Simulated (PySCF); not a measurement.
## From computed data to an observable: refractive index and permittivity of the vapour

SnOBr, SMILES [O]=[Sn][Br], multiplicity 2.

Geometry: r2SCAN-D4/def2-TZVP. The def2 effective core potentials stand for the cores of Sn; spin–orbit coupling is left out.

PySCF with PBE/def2-TZVPD gives a mean static polarisability of 73.7 bohr³ and a dipole moment of 3.18 D. Take an ideal gas at 298.15 K and 1 bar, whether or not the substance is that volatile.

Task: Work out n − 1 in the optical limit and the static ε − 1.

Result: 
Polarisability volume α' = 73.7 × 0.148185 = 10.92 Å³. Number density N = p/kT = 2.43e-5 Å⁻³.
Dilute limit of Lorentz–Lorenz: n − 1 = 2π N α' = 0.0017.
Orientation term of Debye: μ²/(3kT) = 8.098 Å³ × μ²(D²) = 81.89 Å³.
ε − 1 = 4π N (α' + μ²/3kT) = 0.028. Orientation of the dipole supplies 88 % of the static response; it can't follow optical fields. Vibrational polarisation and dispersion are left out.
